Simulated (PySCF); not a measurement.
(BeTe)4 cube, Be₄Te₄.
Bonds: Be1–Te2, Be1–Te4, Be1–Te6, Te2–Be3, Te2–Be7, Be3–Te4, Be3–Te8, Te4–Be5, Be5–Te6, Be5–Te8, Te6–Be7, Be7–Te8.

Computed with PBE0-D3(BJ)/def2-SVP geometry optimisation, gas phase, def2 core potentials past Kr (PySCF 2.14.0).

(1) Give the optimised bond lengths and angles.

Results:

(1) 
| bond | length (Å) |
| --- | --- |
| Be1–Te2 and 11 like bonds | 2.396 |

Bonds in one row agree within 0.01 Å and their mean is given. A selection of angles:
| angle | degrees |
| --- | --- |
| Te2–Be1–Te4 | 111.3 |
| Be1–Te2–Be3 | 62.8 |

Torsions: Te4–Be1–Te2–Be3 -27° (synperiplanar); Te2–Be1–Te4–Be3 27° (synperiplanar); Te2–Be1–Te6–Be5 -98° (anticlinal); Be1–Te2–Be3–Te4 27° (synperiplanar); Be1–Te2–Be7–Te6 -27° (synperiplanar); Te2–Be3–Te4–Be1 -27° (synperiplanar); Te2–Be3–Te8–Be5 98° (anticlinal); Be1–Te4–Be5–Te6 27° (synperiplanar); Te4–Be5–Te6–Be1 -27° (synperiplanar); Te4–Be5–Te8–Be3 27° (synperiplanar); Be1–Te6–Be7–Te2 27° (synperiplanar); Te2–Be7–Te8–Be3 -26° (synperiplanar).

Be1 (beryllium bonded to 3 Te) is pyramidal (angles 111.6°, 111.5° and 111.3°, sum 334.4°, 0.72 Å off the plane of its three neighbours). Te2 (tellurium bonded to 3 Be) is pyramidal (angles 62.8°, 62.7° and 62.7°, sum 188.2°, 1.92 Å off the plane of its three neighbours).

Point group: Td (tolerance 0.08 Å). No PBE0-D3(BJ)/def2-SVP frequencies stand behind this structure, so it isn't proved a minimum. The numbers are those of one conformer.
